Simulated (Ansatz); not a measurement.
A nudged elastic band was laid between two geometries of AlH3O + H4OSi (11 atoms, charge 0, multiplicity 1).

All numbers below come from RKS B3LYP-D4/def2-SVP in Ansatz 0.2.0.

- movable images: 5
- climbing image: yes
- spring: 5.0 eV/Å²
- optimiser: quadratic models (default)
- start path: through a guess of the saddle point
- force threshold: 0.05 eV/Å
- iteration limit: 60
- end points: relaxed

Image 0:

```xyz
11
Properties=species:S:1:pos:R:3
Si -0.132 -0.002 0.040
O -0.115 0.090 1.708
H -0.966 0.140 2.160
H 1.199 0.378 -0.473
H -1.216 0.856 -0.521
H -0.456 -1.404 -0.428
O 1.643 -2.164 1.282
Al 0.362 -3.122 0.644
H 0.713 -3.945 -0.655
H -0.975 -3.326 1.477
H 1.487 -1.551 2.009
```

Image 6:

```xyz
11
Properties=species:S:1:pos:R:3
Si 0.172 -0.378 -0.480
O 0.291 0.194 2.585
H -0.664 0.288 2.707
H 1.408 0.422 -0.284
H -1.041 0.434 -0.194
H 0.107 -0.824 -1.906
O 0.189 -1.735 0.502
Al 0.229 -3.442 0.657
H 0.488 -4.321 -0.629
H -0.003 -4.005 2.111
H 0.369 -0.683 2.176
```

**Question.** Which bonds break or form, and what moves?

**Answer.** Bonds broken: Si1–O2, O7–H11. Bonds formed: Si1–O7, O2–H11. AlH3O + H4OSi becomes AlH5OSi + H2O.

**Question.** What energy profile does the band end with?

**Answer.** It converged. The highest image is number 3 of 0 to 6, 1.07 eV above the first end and 1.21 eV above the last; the last end lies 0.14 eV below the first. A vibrational analysis at the climbing image gives one clearly imaginary mode, 935i cm⁻¹: a first-order saddle point. The orbitals stay closed-shell, which can raise the energy where a bond breaks towards radicals; this wasn't checked here.

| image | path coordinate (Å) | energy (eV) | Si1–O2 (Å) | O7–H11 (Å) | Si1–O7 (Å) |
| --- | --- | --- | --- | --- | --- |
| 0 | 0.00 | 0.00 | 1.67 | 0.96 | 3.06 |
| 1 | 2.04 | 0.00 | 1.69 | 0.97 | 3.36 |
| 2 | 4.08 | 0.04 | 1.69 | 0.97 | 2.97 |
| 3 | 6.12 | 1.07 | 1.91 | 1.16 | 1.93 |
| 4 | 6.87 | 0.25 | 2.40 | 1.67 | 1.73 |
| 5 | 7.61 | -0.12 | 2.97 | 1.96 | 1.68 |
| 6 | 8.35 | -0.14 | 3.12 | 1.98 | 1.67 |

**Question.** What is the geometry of the highest image?

**Answer.** 
```xyz
11
Properties=species:S:1:pos:R:3
Si 0.146 -0.179 0.008
O 0.144 0.178 1.881
H -0.605 0.699 2.198
H 1.568 0.155 -0.261
H -0.751 1.022 -0.187
H -0.331 -0.971 -1.188
O 0.174 -1.841 0.992
Al 0.324 -3.541 0.714
H 0.441 -4.051 -0.770
H 0.322 -4.455 2.000
H 0.115 -1.066 1.857
```

**Question.** What are the harmonic wavenumbers there?

**Answer.** 935i, 78, 101, 118, 122, 384, 477, 537, 578, 595, 622, 661, 792, 818, 898, 950, 999, 1018, 1164, 1277, 1902, 1964, 1983, 2067, 2120, 2247, 3844 cm⁻¹.

The run took 3.9 min on 2 threads of Arm Neoverse V2 (shared host), peak memory 0.21 GiB.
